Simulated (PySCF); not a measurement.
# Electron correlation in Ni⁺ (nickel, charge +1)

[Ar] 3d8 4s1, high-spin 4F determinant (an excited configuration). Computed with PySCF 2.14 in ANO-RCC-VTZP, with the spin-free X2C one-electron Hamiltonian (Gaussian nucleus). Frozen: [Ar]; 9 electrons correlated.

```json
{"level": "CCSD", "correlation energy (mhartree)": "-275.53"}
{"level": "(T)", "correlation energy (mhartree)": "-7.13"}
{"level": "CCSD(T)", "correlation energy (mhartree)": "-282.66"}
```

Diagnostics: T1 = 0.011, D1 = 0.0251, largest double amplitude 0.022.

Cost of the coupled-cluster step: of the order of 4 core-seconds, for 9 correlated electrons.
